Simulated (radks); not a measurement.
Polarisability of the lanthanum ion La5+, [Kr] 4d10 5s2 5p4, at imaginary frequency. All-electron calculation, scalar-relativistic Kohn-Sham, exchange-only LDA, spin-polarised, spherical densities, finite nucleus; open shells are filled with parallel spins first (spin-orbit coupling, left out, can overturn this in heavy ions); Fermi nuclear charge, rms radius 4.855 fm. Program: a radial shooting solver on a logarithmic mesh with Libxc functionals. Response by self-consistent Sternheimer equations with the Hartree and adiabatic exchange-only LDA kernel, the relativistic mass of each level held fixed and spin-orbit coupling left out.

| w (hartree) | alpha1(iw) (bohr^3) |
|---|---|
| 0.00266 | 5.098 |
| 0.0143 | 5.097 |
| 0.0360 | 5.093 |
| 0.0697 | 5.078 |
| 0.118 | 5.042 |
| 0.186 | 4.961 |
| 0.280 | 4.799 |
| 0.413 | 4.496 |
| 0.605 | 3.981 |
| 0.892 | 3.219 |
| 1.35 | 2.291 |
| 2.12 | 1.410 |
| 3.59 | 0.7405 |
| 6.94 | 0.2978 |
| 17.5 | 0.06949 |

Static values: alpha1 = 5.098 bohr^3 (0.7555 angstrom^3; uncoupled 8.699). C6 = 24.47, triple-dipole C9 = 88.67 atomic units. One-pole (London) frequency 4 C6 / (3 alpha1^2) = 1.255 hartree, against 2.470 for minus the highest occupied eigenvalue.
